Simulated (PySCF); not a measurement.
**Two-component Hartree-Fock for Co²²⁺ (cobalt, charge +22)**

Start: [He] 2s2 2p1; 2p3/2 filled at m_j = +3/2. Calculated with PySCF 2.14 in an even-tempered Gaussian basis (17 s from 6.1 bohr⁻², ratio 2.4; 11 p from 7.9 bohr⁻², ratio 2.4; 5 d from 27 bohr⁻², ratio 2.6; 4 f from 41 bohr⁻², ratio 2.6): generalised Hartree-Fock with the X2C-1e Hamiltonian and a Gaussian nucleus; one run each with spin-orbit coupling (SO) screened by Boettger's factors, then bare. This is a chosen level, not necessarily the ground level.

| spinor shell | electrons | ε, screened SO (eV) | ε, bare SO (eV) | weight of nominal j (bare SO) | rms radius, bare SO (bohr) |
| --- | --- | --- | --- | --- | --- |
| 1s1/2 | 2 | -9114.0 | -9114.0 | 1.000 | 0.0643 |
| 2s1/2 | 2 | -2012.9 | -2013.0 | 1.000 | 0.255 |
| 2p3/2 | 1 | -1946.7 | -1946.2 | 1.000 | 0.222 |

| quantity | screened SO | bare SO |
| --- | --- | --- |
| E (hartree) | -949.81508 | -949.79793 |
| M_J | 3/2 | 3/2 |
| ⟨J²⟩ | 3.750 | 3.750 |
| ⟨L²⟩ | 2.000 | 2.000 |
| ⟨S²⟩ | 0.750 | 0.750 |

Each row is a mean over spinors that exchange with the open shell spreads, by up to 21.112 eV (2s1/2).
